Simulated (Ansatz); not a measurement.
H4OSi (SMILES O[SiH3]) moved off its minimum; all values from Ansatz (a quantum-chemistry and plane-wave program), cores frozen in correlated methods.
(charge 0, multiplicity 1)
```xyz
6

Si    -0.5431     0.1045     0.0069
O      1.0607    -0.3007    -0.1835
H     -0.7604     1.5266    -0.1498
H     -1.2198    -0.7314    -1.0644
H     -1.0196    -0.2688     1.4468
H      1.6423     0.1330     0.4564
```

Problem. Give the forces (eV/Å), the total energy and the dipole at CCSD(T)/aug-cc-pV(T+d)Z.

Solution. 
```json
[
 {"atom": "Si1", "Fx": "-0.186", "Fy": "-1.517", "Fz": "0.615"},
 {"atom": "O2", "Fx": "0.040", "Fy": "0.391", "Fz": "0.399"},
 {"atom": "H3", "Fx": "-0.164", "Fy": "0.614", "Fz": "-0.182"},
 {"atom": "H4", "Fx": "0.120", "Fy": "0.509", "Fz": "0.583"},
 {"atom": "H5", "Fx": "0.245", "Fy": "0.225", "Fz": "-1.137"},
 {"atom": "H6", "Fx": "-0.055", "Fy": "-0.222", "Fz": "-0.278"}
]
```
Energy -366.6314 hartree, dipole 1.33 D.
